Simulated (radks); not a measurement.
Results of a calculation; reference values are marked as such.
Removal energies from the iron ion Fe11+, [Ne] 3s2 3p3, by Delta-SCF beside the eigenvalue of the level emptied. Level of theory: scalar-relativistic Kohn-Sham, PBEsol, spin-polarised, spherical densities, finite nucleus; Fermi nuclear charge, rms radius of each element as measured or else 0.836 A^(1/3) + 0.57 fm (a radial shooting solver on a logarithmic mesh with Libxc functionals). Open shells are filled with parallel spins first.

removed from,final configuration,Delta-SCF (eV),-eigenvalue (eV)
3p,[Ne] 3s2 3p2,328.73,313.43
3s,[Ne] 3s1 3p3,353.41,340.09
2p,[He] 2s2 2p5 3s2 3p3,1039.2,997.49
2s,[He] 2s1 2p6 3s2 3p3,1153.8,1117.2
